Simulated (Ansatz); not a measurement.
`[CH3][SnH]([OH])[AlH2]` and `C[O][SnH]([CH3])[OH]` differ in one atom or group.

Ansatz, PBE0-D4/def2-TZVP geometries, multiplicity 1. Each molecule was computed in one conformer, which needn't be the lowest.

Elements past krypton have def2 core potentials.

```csv
property,`[CH3][SnH]([OH])[AlH2]`
HOMO energy (B3LYP/def2-TZVPP) / eV,-6.81
HOMO energy (PBE0/def2-TZVPP) / eV,-7.00
size of the dipole moment (PBE/def2-TZVPP) / D,1.52
HOMO energy (ωB97M-V/def2-TZVPP) / eV,-9.00
LUMO energy (B3LYP/def2-TZVPP) / eV,-2.48
size of the dipole moment (B3LYP/def2-TZVPP) / D,1.76
```

Q: Give the same properties after the change, and the shifts. (Best estimate.)

A: The calculation gave: 
```csv
property,`C[O][SnH]([CH3])[OH]`,shift
HOMO energy (B3LYP/def2-TZVPP) / eV,-7.27,-0.46
HOMO energy (PBE0/def2-TZVPP) / eV,-7.51,-0.51
size of the dipole moment (PBE/def2-TZVPP) / D,1.72,0.20
HOMO energy (ωB97M-V/def2-TZVPP) / eV,-9.90,-0.90
LUMO energy (B3LYP/def2-TZVPP) / eV,-0.42,2.06
size of the dipole moment (B3LYP/def2-TZVPP) / D,1.89,0.13
```

With PBE0 the HOMO falls by 0.51 eV and the LUMO rises by 2.23 eV, so the gap widens by about 2.74 eV. PBE moves the HOMO by -0.12 eV and ωB97M-V by -0.90 eV. Dipoles are sizes alone; their direction can turn.

B3LYP here is the variant with VWN-RPA as its local correlation; programs differ in this.
